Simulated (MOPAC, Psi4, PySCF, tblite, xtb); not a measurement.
Dimer N2 ··· F4Si (SMILES N#N and F[Si](F)(F)F) at R = 3.59 Å between the centres of mass, closest contact 2.94 Å (lowest of the rigid-body minima from ten starts at GFN2-xTB). Geometry in Å and degrees:

```
Si
F 1 1.5672
F 1 1.5672 2 109.51
F 1 1.5673 2 109.46 3 119.94
F 1 1.5674 2 109.42 4 120.06
N 2 2.9406 1 81.59 3 179.16
N 6 1.0909 2 120.21 1 -158.37
```

GFN2-xTB (tblite); SAPT0/jun-cc-pVDZ, frozen core (Psi4); PBE0/def2-TZVP, counterpoise-corrected (Psi4); PBE0-D3(BJ)/def2-TZVP, counterpoise-corrected (Psi4); PBE/def2-TZVP, counterpoise-corrected (Psi4); PBE-D3(BJ)/def2-TZVP, counterpoise-corrected (Psi4); HF/aug-cc-pVDZ, counterpoise-corrected (Psi4); MP2/aug-cc-pVDZ = DF-MP2/aug-cc-pVDZ, frozen core, counterpoise-corrected (Psi4 1.11); SCS-MP2/aug-cc-pVDZ = DF-SCS-MP2/aug-cc-pVDZ, frozen core, counterpoise-corrected in Psi4 1.11; PM3, restricted, heats of formation (MOPAC); PM7, restricted, heats of formation (MOPAC); GFN1-xTB (xtb); RKS-B3LYP/6-31G* = restricted B3LYP/6-31G*, spherical d, no counterpoise correction (PySCF 2.14.0); RHF/3-21G = restricted Hartree-Fock/3-21G, no counterpoise correction in PySCF 2.14.0; RKS-BP86/6-31G* = restricted BP86/6-31G*, spherical d, no counterpoise correction (PySCF); RMP2/3-21G = restricted MP2 (frozen core)/3-21G, no counterpoise correction (PySCF 2.14.0).

What interaction energy does each level give?


| method | E_int / kcal/mol |
|---|---|
| RMP2/3-21G | -4.97 |
| RHF/3-21G | -3.55 |
| GFN1-xTB | -2.95 |
| RKS-B3LYP/6-31G* | -1.47 |
| GFN2-xTB | -1.23 |
| PM7 | -1.18 |
| PBE0-D3(BJ)/def2-TZVP | -0.62 |
| PBE-D3(BJ)/def2-TZVP | -0.58 |
| RKS-BP86/6-31G* | -0.47 |
| MP2/aug-cc-pVDZ | -0.14 |
| SAPT0/jun-cc-pVDZ | -0.03 |
| SCS-MP2/aug-cc-pVDZ | 0.27 |
| PBE0/def2-TZVP | 0.32 |
| PBE/def2-TZVP | 0.41 |
| PM3 | 1.38 |
| HF/aug-cc-pVDZ | 1.45 |
